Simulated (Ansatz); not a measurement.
Reaction (ligand exchange at the In–O bond): `[OH][In]([Cl])[Cl]` + HI → `[Cl][In]([Cl])[I]` + H₂O

Gas-phase electronic energies from Ansatz, PBE0-D4/def2-TZVP geometries. CCSD(T)/CBS is the MP2 limit (def2-TZVPP, def2-QZVPP) plus CCSD(T) − MP2 in def2-TZVPP, frozen cores. This one scheme is used for every species. Functionals use def2-TZVPP. B3LYP here is the variant with VWN-RPA as its local correlation; programs differ in this. def2 core potentials past Kr. For I, In outer-core shells are correlated without core-valence functions, which leaves a few kJ/mol of doubt a bond. Each species was taken in one conformer, which may not be the lowest.

CCSD(T)/CBS gives -122.6 kJ/mol.

**Question.** Another level gave -110.9 kJ/mol. Which?
A. B3LYP-D4/def2-TZVPP
B. r2SCAN0-D4/def2-TZVPP
C. PBE/def2-TZVPP
D. MP2/def2-TZVPP

**Answer.** C. PBE -110.9, r2SCAN0-D4 -125.6, MP2/def2-TZVPP -121.4, B3LYP-D4 -117.2 kJ/mol.

Largest T1 diagnostic among the species: 0.014.

Leaving LDA and LC-ωPBE aside and taking each functional with its dispersion term where it has one, the values, not all of them listed here, spread over 21.6 kJ/mol, from BHLYP-D4 to BLYP-D4. From BLYP to BHLYP (50 % exact exchange), in def2-TZVPP and without D4, ΔE moves by −18.8 kJ/mol. In def2-TZVPP, CCSD(T) changes the Hartree–Fock value by +16.9 kJ/mol (the triples alone add +2.0 kJ/mol) and MP2 by +8.0 kJ/mol.
